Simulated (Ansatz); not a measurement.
`C[Si](N)(N)Cl` → `C[Si]Cl` + `NN`  (silylene formation by 1,1-elimination)

Calculated with Ansatz (gas phase, PBE0-D4/def2-TZVP geometries, no zero-point term in ΔE). CCSD(T)/CBS is the MP2 limit (def2-TZVPP, def2-QZVPP) plus CCSD(T) − MP2 in def2-TZVPP, frozen cores. This one scheme is used for every species. Functionals use def2-TZVPP. B3LYP here is the variant with VWN-RPA as its local correlation; programs differ in this. HSE06 is defined as in plane-wave codes. One conformer a species, not always the lowest.

```tsv
level	ΔE (kJ/mol)	difference from CCSD(T)/CBS
LDA (SPW92)	508.8	1.4
PBE-D4	475.8	-31.6
BLYP-D4	468.5	-38.9
r2SCAN-D4	518.3	10.9
B97M-V	504.6	-2.8
PBE0-D4	499.1	-8.3
r2SCANh-D4	521.9	14.5
r2SCAN0-D4	527.0	19.6
HSE06-D4	498.2	-9.2
BHLYP-D4	514.7	7.3
CAM-B3LYP-D4	504.6	-2.8
ωB97X-V	504.7	-2.7
ωB97M-V	496.6	-10.8
B2PLYP	493.9	-13.5
PBE	463.2	-44.2
revPBE	442.7	-64.7
BLYP	442.4	-65.0
r2SCAN	514.8	7.4
PBE0	488.1	-19.3
B3LYP	469.9	-37.5
r2SCANh	518.2	10.8
r2SCAN0	522.9	15.5
HSE06	487.9	-19.5
BHLYP	499.2	-8.2
CAM-B3LYP	493.3	-14.1
LC-ωPBE	512.1	4.7
RPA@PBE/def2-TZVPP	468.7	-38.7
HF/def2-SVP	475.4	-32.0
MP2/def2-SVP	495.4	-12.0
CCSD/def2-SVP	461.9	-45.5
CCSD(T)/def2-SVP	460.5	-46.9
HF/def2-TZVPP	497.2	-10.2
MP2/def2-TZVPP	528.7	21.3
SCS-MP2/def2-TZVPP	511.1	3.7
CCSD(T)/def2-TZVPP	499.0	-8.4
HF/def2-QZVPP	498.6	-8.8
MP2/def2-QZVPP	534.0	26.6
SCS-MP2/def2-QZVPP	517.0	9.6
HF/CBS(def2)	498.8	-8.6
CCSD/CBS(def2)	507.1	-0.3
CCSD(T)/CBS	507.4	0
```

(1) What do rigid-rotor, harmonic-oscillator terms from PBE0-D4/def2-TZVP frequencies (298.15 K, 1 bar) make of the CCSD(T)/CBS value? (Estimate.)

Largest T1 diagnostic among the species: 0.012.

Results:

(1) Ansatz gave: ΔZPE = -3.1 kJ/mol, ΔH = +506.0 kJ/mol, ΔS = 166 J/(mol·K), ΔG = +456.6 kJ/mol.

The D4 term adds +20.0 kJ/mol with B3LYP and +11.0 kJ/mol with PBE0; it sums over pairs of atoms, weighted by their polarisabilities, and B3LYP, whose exchange is more repulsive, gets the larger term. Leaving LDA and LC-ωPBE aside and taking each functional with its dispersion term where it has one, the values spread over 58.5 kJ/mol, from BLYP-D4 to r2SCAN0-D4. LDA lies +45.6 kJ/mol from PBE without D4. At CCSD(T), def2-SVP lies −46.9 kJ/mol from the extrapolated value and def2-TZVPP −8.4 kJ/mol.

CCSD(T)/CBS has its own doubt, a few kJ/mol and more with outer-core shells, so smaller differences from it don't rank the levels.
